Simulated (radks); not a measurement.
Isoelectronic series with 3 electrons, all held in the configuration [He] 2s1, which need not be the ground one along the series. Method: non-relativistic Kohn-Sham, TPSS, spin-polarised, spherical densities, point nucleus; open shells are filled with parallel spins first; meta-GGA in the generalised Kohn-Sham scheme; computed with a radial shooting solver on a logarithmic mesh with Libxc functionals. Total energies (hartree) and mean radii <r> (bohr):

| ion | E (hartree) | 2s up | 1s down |
|---|---|---|---|
| K16+ | -387.15043 | 0.3377 | 0.08072 |
| Sc18+ | -475.10951 | 0.3035 | 0.07288 |
| V20+ | -572.06863 | 0.2756 | 0.06642 |
| Mn22+ | -678.02776 | 0.2524 | 0.06102 |
| Co24+ | -792.98691 | 0.2328 | 0.05643 |
| Cu26+ | -916.94608 | 0.2160 | 0.05248 |
| Ga28+ | -1049.90526 | 0.2015 | 0.04905 |
| As30+ | -1191.86444 | 0.1888 | 0.04604 |
